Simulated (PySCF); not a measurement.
## How methods differ on the excitation energy of Tl

Tl [Xe] 4f14 5d10 6s2 6p1 (2P) → Tl [Xe] 4f14 5d10 6s2 7s1 (2S), as a difference of total energies. Computed with PySCF 2.14 in aug-cc-pVQZ-PP with one added diffuse shell each of s, p, d, f, g type with ECP60MDF (8s8p6d4f3g, 117 functions), with scalar relativity through the core potential. Correlated levels: valence: 5s2 5p6 5d10 frozen. The calculations carry no spin-orbit coupling.

| method | excitation energy (eV) |
| --- | --- |
| UHF | 2.399 |
| PBE0 | 2.529 |
| r2SCAN | 2.645 |
| wB97X-V | 2.621 |
| revPBE | 2.410 |
| B97-3 | 2.506 |
| MP2 (valence) | 2.484 |
| SCS-MP2 (valence) | 2.484 |

Question: Estimate what LDA gives.

Answer: 2.619 eV, closest to wB97X-V among the rows shown.

Question: Estimate what PBE gives.

Answer: 2.470 eV, closest to MP2 (valence) among the rows shown.

Errors of the correlated levels include the incompleteness of this basis and the frozen core.

For comparison: 2.639 eV (measured; NIST levels, between the centres of gravity of the two terms).
